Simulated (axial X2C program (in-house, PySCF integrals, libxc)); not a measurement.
## Worked dissociation energy of ZrCl: CCSD(T), scalar-relativistic

All values were computed with an axial X2C code built on PySCF integrals. Spin-free means the one-electron spin-free X2C Hamiltonian. Basis: Zr dyall-cv3z [11s12p9d6f3g], Cl dyall-av3z [9s8p3d2f] (cores contracted in-house); Gaussian nuclei, density fitting, unrestricted open shells. Masses: Zr 89.905 u, Cl 34.969 u.

Molecular state: M_S = 3/2, Λ = 0 (beyond evenly filled blocks: σα, δ+α, δ-α).

Correlated methods: 19 electrons correlated (number of frozen shells: Zr 3 s, 2 p, 1 d; Cl 2 s, 1 p), 307 virtual spin orbitals or spinors in MP2, 110 natural virtuals in coupled cluster.

```
E(Zr) (2M_S = 2, M_L = 3) : -3596.566433 hartree
E(Cl) (2M_S = 1, M_L = 0) : -461.095853 hartree
E(ZrCl) at Re             : -4057.821735 hartree
ωe                        : 384.2 cm⁻¹
ωexe                      : 1.15 cm⁻¹
```

Question: Work out De and D0.

Answer: De = -3596.566433 + (-461.095853) − (-4057.821735) = 0.15945 hartree = 4.339 eV. The zero-point energy is ωe/2 − ωexe/4 = 192 cm⁻¹ = 0.024 eV, so D0 = 4.315 eV.

The state is a single determinant with fixed occupations, the lowest that a limited PBE0 search found. De is counted from the lowest determinant-based energies of the atoms at the same level, without counterpoise correction. Coupled cluster ran in a truncated set of natural virtual spinors; the MP2 energy of the rest was added. (T) has no such correction and the atoms are truncated less, which lowers De at CCSD(T) by a hundredth of an eV or more. PBE0 can misorder states that lie within some tenths of an eV, so this need not be the ground state of the molecule. The nearest other spin-free determinant of the search, M_S = 3/2, Λ = 3, lies 0.19 eV up at the distance of the search.

Each atomic determinant is the lowest at this level and need not be a pure term. Totals compare only within one Hamiltonian and basis.
